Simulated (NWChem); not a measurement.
System: PH, triplet; SMILES [PH]

All runs: NWChem. Spin-unrestricted. Coordinates come from a PBE0-D3(BJ)/def2-TZVP, spin-unrestricted optimisation. No stability test was run on the SCF state. Level M06-L/def2-SVP: energy and gradient on several grids; changes count from the extra-fine grid, which is no exact limit either.

Q: Which is the coarsest grid (xcoarse; coarse; fine; medium; xfine) from which on the energy stays within 50 μHa and each gradient component within 100 μHa/bohr of xfine?

A: fine.
| grid | size of the energy change (μHa) | largest change of a gradient component (μHa/bohr) |
|---|---|---|
| xcoarse | 400 | 2000 |
| coarse | < 10 | 600 |
| medium | < 10 | 200 |
| fine | < 10 | < 30 |
| xfine | < 10 | < 30 |
